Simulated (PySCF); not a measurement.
SMILES c1cccc(c1)[SiH2]OC (C₇H₁₀OSi), GFN2-xTB optimised geometry. Atoms within 1.6 Å of the plane z = 1.0 Å (x, y, z in Å): C1 (-0.76, -3.49, -0.04), O2 (-0.54, -2.12, -0.03), Si3 (-1.66, -0.94, 0.00), C4 (-0.64, 0.63, 0.00), C5 (-1.29, 1.86, 0.00), C6 (-0.59, 3.05, 0.00), C7 (0.80, 3.03, 0.00), C8 (1.47, 1.82, 0.00), C9 (0.75, 0.63, 0.00), H10 (-1.30, -3.81, 0.85), H11 (0.22, -3.99, -0.07), H14 (-2.50, -1.05, 1.21), H15 (-2.37, 1.87, 0.00), H16 (-1.12, 3.99, 0.00), H17 (1.35, 3.95, 0.00), H18 (2.55, 1.80, 0.00), H19 (1.27, -0.31, 0.00).

Level of theory: PBE/def2-SVP in PySCF.

Map of the Laplacian of the electron density (e/bohr⁵) on the plane z = 1.0 Å:

```
|%%%%%%%%%%%%%%%%%%%%%%%%%%%%%%%|
|%%%%%%%%%%%%%%%%%%%%%%%%%%%%%%%|
|%%%%%%%%%%%%%%%%%%%%%%%%%%%%%%%|
|%%%%%%%%%%%%%%%%%%%%%%%%%%%%%%%|
|%%%%%%%%%%%%%%%%%%%%%%%%%%%%%%%|
|%%%%%%%%%%%%%%%%%%%%%%%%%%%%%%%|
|%%%%%%%%%%%%%@@@@@@%%%%%%%%%%%%|
|%%%%%%%%%%%%@@@@@@@%%%%%%%%%%%%|
|%%%%%%%%%%%%@@@@@@@@%%%%%%%%%%%|
|%%%%%%%%%%%@@@@@@@@@%%%%%%%%%%%|
|%%%%%%%%%%@@@@@%%@@@@%%%%%%%%%%|
|%%%%%%%%%%@@@@@%%@@@@%%%%%%%%%%|
|%%%%%%%%%%%@@@@@@@@@%%%%%%%%%%%|
|%%%%%%%%%%%%@@@@@@@@%%%%%%%%%%%|
|%%%%%%%%%%%%@@@@@@@%%%%%%%%%%%%|
|%%%%%%%%%%%%%@@@@@@%%%%%%%%%%%%|
|%%%%%%%%%%%%%%%%%%%%%%%%%%%%%%%|
|%%%%%%%%#:*%%%%%%%%%%%%%%%%%%%%|
|%%%%%%%%* *%%%%%%%%%%%%%%%%%%%%|
|%%%%%%%%%%%%%@@%%%%%%%%%%%%%%%%|
|%%%%%%%%%%%%@@@@%%%%%%%%%%%%%%%|
|%%%%%%%%%%%%@@@@%%%%%%%%%%%%%%%|
|%%%%%%%%%%%%@@@%%%%%%%%%%%%%%%%|
|%%%%%%%%%%%@@@@%%%%%%%%%%%%%%%%|
|%%%%%%%%%%%%=@@@%%%%%%%%%%%%%%%|
|%%%%%%%%%%%%+@@%%%%%%%%%%%%%%%%|
|%%%%%%%%%%%@@@%%%%%%%%%%%%%%%%%|
|%%%%%%%%%%%%%%%%%%%%%%%%%%%%%%%|
|%%%%%%%%%%%%%%%%%%%%%%%%%%%%%%%|
|%%%%%%%%%%%%%%%%%%%%%%%%%%%%%%%|
|%%%%%%%%%%%%%%%%%%%%%%%%%%%%%%%|
```
Scale: ten equal steps from -0.793 (start of ' ') to 0.153 (end of '@'), in the order ' .:-=+*#%@'; x runs from -6.00 to 6.00, y from -6.00 (bottom) to 6.00 (top).
